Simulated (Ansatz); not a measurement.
Calculated with Ansatz (gas phase, PBE0-D4/def2-TZVP geometries, no zero-point term in ΔE). CCSD(T)/CBS adds triple-zeta CCSD(T) − MP2 to the extrapolated MP2 energy (def2 sets, frozen cores). DFT in def2-TZVPP. def2 core potentials past Kr. For Br, Sn outer-core shells are correlated without core-valence functions, which leaves a few kJ/mol of doubt a bond. Scalar relativity is left out up to krypton. One conformer a species, not always the lowest.

`[F][SnH]([SiH3])[Cl]` + `[SiH3]O[SiH2]Br` → `[F][SnH]([Cl])[Br]` + `[SiH3]O[SiH2][SiH3]`  (redistribution)

Q: Is it downhill or uphill in electronic energy at CCSD(T)/CBS, and by how much? (An estimate is asked.)

A: Computed: Uphill: ΔE = +0.49 eV.

Q: What do these levels give: LDA (SPW92), revPBE, BHLYP, HF/def2-SVP, CCSD/def2-SVP, CCSD/CBS(def2)? (Estimate.)

A: The calculation gave: LDA (SPW92) 0.48, revPBE 0.44, BHLYP 0.49, HF/def2-SVP 0.50, CCSD/def2-SVP 0.41, CCSD/CBS(def2) 0.50 eV.

Largest T1 diagnostic among the species: 0.013.

At CCSD(T), def2-SVP lies −0.08 eV from the extrapolated value and def2-TZVPP −0.00 eV. Leaving LDA and LC-ωPBE aside and taking each functional with its dispersion term where it has one, the values, not all of them listed here, spread over 0.15 eV, from B97M-V to ωB97M-V. LDA lies +0.03 eV from PBE without D4.
